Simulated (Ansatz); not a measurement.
Reactions of CH₃ClF₂Ge (`[CH3][Ge]([F])([F])[Cl]`).

Isolated molecules relaxed with PBE0-D4/def2-TZVP in Ansatz; ΔE leaves out vibrations. CBS: MP2 limit from def2 TZ/QZ plus the TZ coupled-cluster correction, frozen cores. This one scheme is used for every species, atoms too. Functionals use def2-TZVPP. No spin–orbit coupling; open shells (•) take unrestricted orbitals. Spin–orbit coupling would lower the free atoms: a little for C, Cl, F; clearly for Ge. For Ge, Se outer-core shells are correlated without core-valence functions, so the limit isn't a true one: a few kJ/mol of doubt a bond, and 10 to 20 or more in all where bonds break to atoms. Scalar relativity is left out up to krypton. Each species was taken in one conformer, which may not be the lowest.

```
                                                                reaction  B97M-V (kcal/mol)  CCSD(T)/CBS(def2) (kcal/mol)
              `[CH3][Ge]([F])([F])[Cl]` → `[CH3]`• + `[F][Ge]([F])[Cl]`•               87.1                          92.7
                        `[CH3][Ge]([F])([F])[Cl]` → F₂ + `[CH3][Ge][Cl]`              187.6                         189.3
             `[CH3][Ge]([F])([F])[Cl]` + H₂ → `[CH3][GeH]([F])[F]` + HCl               14.4                          14.1
                  `[CH3][Ge]([F])([F])[Cl]` → Cl• + `[CH3][Ge]([F])[F]`•              103.6                         104.0
        `[CH3][Ge]([F])([F])[Cl]` + HCl → `[F][Ge]([F])([Cl])[Cl]` + CH₄              -15.3                         -11.8
`[CH3][Ge]([F])([F])[Cl]` + `C[SeH]` → `C[Se][Ge]([CH3])([F])[Cl]` + H–F                5.6                           0.3
         `[CH3][Ge]([F])([F])[Cl]` + H–F → `[F][Ge]([F])([F])[Cl]` + CH₄              -14.5                          -8.8
                        `[CH3][Ge]([F])([F])[Cl]` → `[F][Ge][Cl]` + `CF`               52.1                          51.1
     `[CH3][Ge]([F])([F])[Cl]` + CH₃SH → `C[S][Ge]([CH3])([F])[F]` + HCl                7.5                           5.9
                `[CH3][Ge]([F])([F])[Cl]` → C• + Cl• + 2 F• + Ge• + 3 H•              702.6                         700.2
```

Largest T1 diagnostic: 0.014, for `[F][Ge]([F])[Cl]`•.
